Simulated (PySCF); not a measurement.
Isomers of C3H8OSeSi. Method used: PBE0-D3(BJ)/def2-SVP geometry optimisation, gas phase (PySCF 2.14.0). One conformer each; no zero-point energy, no entropy. No frequencies were run at this level. Point groups hold within 0.08 Å.

Question: Order them by energy at this level, lowest first, and give relative energies in kcal/mol.
A. `[SiH3:1][O:2][C@@H:3]1[CH2:4][CH2:5][Se:6]1` with Si1–O2–C3–C4 173°, O2–C3–C4–C5 -142°, C3–C4–C5–Se6 20°, C4–C5–Se6–C3 -16°, O2–C3–Se6–C5 134°
B. `[OH:1][Si@@H:2]([SeH:3])[CH:4]1[CH2:5][CH2:6]1` with H–O1–Si2–Se3 -52°, O1–Si2–Se3–H -72°, O1–Si2–C4–C5 -96°
C. `[CH2:1]=[CH:2][Se:3][CH2:4][O:5][SiH3:6]` with C1–C2–Se3–C4 -163°, C2–Se3–C4–O5 -102°, Se3–C4–O5–Si6 45°

Answer: B (0.0), A (34.4), C (48.8).

As drawn, the lowest has a three-membered ring, an O–H bond and an Si–C bond, which the highest lacks; the highest has a C=C bond outside aromatic rings, which the lowest lacks.

| SMILES | E (Eh) | E rel (kcal/mol) | dipole (D) | point group | A, B, C (MHz) |
| --- | --- | --- | --- | --- | --- |
| O[Si@@H]([SeH])C1CC1 | -2884.30980 | 0.0 | 1.31 | C1 | 2228, 1400, 973.7 |
| [SiH3]O[C@@H]1CC[Se]1 | -2884.25493 | 34.4 | 1.33 | C1 | 3555, 1172, 918.4 |
| C=C[Se]CO[SiH3] | -2884.23207 | 48.8 | 1.14 | C1 | 3173, 1084, 919.9 |
